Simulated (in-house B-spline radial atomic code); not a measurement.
How numerical settings move a run on Sn3+, [Kr] 4d10 5s1. Computed with an all-electron radial atomic-structure program (B-spline basis): non-relativistic PBE0, spherical fractional occupations, point nucleus.

Command:
```bash
python run_scf.py task.json out
```
Settings of the sound reference run:
```
Z                50
electrons        47
configuration    [Kr] 4d10 5s1
hamiltonian      nr
method           pbe0
spin_polarised   False
knot_spacing     0.22
spline_order     8
gauss_points     12
box_radius       16.22
max_iterations   70
damping          0.5
damped_steps     3
diis_vectors     10
tolerance        1e-08
start            Thomas-Fermi
```

Run time, properties included: 0.33 s on 1 thread of Intel(R) Xeon(R) Platinum 8259CL CPU @ 2.50GHz (shared host).

It converges in 10 iterations to -6023.147091 hartree, with 5s at -34.2406 eV. The other runs change the listed settings, some to values that make no sense; their results aren't properties of the atom or ion. Radii are in bohr (the nuclear one in fm), a minus after a letter asks for a j subshell, and «unchanged» means within 1e-8 hartree. The run stops when the residual is below 10 × tolerance × max(1, Z/10), or a noise floor if that is larger, and the energy moves by less than 1e-8 × √|E| hartree; so very loose and very tight tolerances often act alike.

```tsv
changed settings	outcome
gauss_points = 16	converged in 10 iterations, energy unchanged
spline_order = 10, max_iterations = 50, damped_steps = 30	converged in 19 iterations, energy +2.59e-06 hartree from the reference, 5s level +3.7e-06 eV
spline_order = 5	converged in 10 iterations, energy +1.12e-04 hartree from the reference, 5s level +2.8e-05 eV
gauss_points = 3	converged in 9 iterations, energy -1.04e+06 hartree from the reference, 5s level -1.0e+02 eV
electrons = 50, configuration = [Kr] 4d10 5s1 6s3, max_iterations = 50	stopped with error: shell 6s holds at most 2 electrons
spline_order = 10	converged in 10 iterations, energy +2.59e-06 hartree from the reference, 5s level +1.3e-06 eV
knot_spacing = 1.4, box_radius = 32.44, max_iterations = 50, damped_steps = 30	converged in 20 iterations, energy +4.40e+02 hartree from the reference, 5s level +1.1e+01 eV (the program warns: 5s reaches the box edge; 1s reaches the box edge)
spline_order = 4, first_knot = 0.006, max_iterations = 2, start = bare nucleus	not converged after 2 iterations, last residual 4.8e+00, last energy +6.53e+02 hartree from the reference
tolerance = 1e-06	converged in 9 iterations, energy unchanged, 5s level +1.4e-05 eV
electrons = 49, configuration = [Kr] 4d10 5s3, max_iterations = 60	stopped with error: shell 5s holds at most 2 electrons
gauss_points = 5	converged in 10 iterations, energy -2.79e-08 hartree from the reference
spline_order = 3	converged in 10 iterations, energy +1.85e-01 hartree from the reference, 5s level +2.1e-02 eV
```

**Question.** What happens with spline_order = 6?

**Answer.** Converged in 10 iterations, energy +9.57e-06 hartree from the reference, 5s level -2.1e-06 eV.

**Question.** What happens with spline_order = 10, max_iterations = 2, damped_steps = 0, start = bare nucleus?

**Answer.** Not converged after 2 iterations, last residual 5.0e+00, last energy +6.53e+02 hartree from the reference.

**Question.** What happens with spline_order = 7?

**Answer.** Converged in 10 iterations, energy +4.62e-06 hartree from the reference, 5s level +2.3e-06 eV.

**Question.** What happens with spline_order = 4?

**Answer.** Converged in 10 iterations, energy +3.38e-03 hartree from the reference, 5s level +5.2e-04 eV.
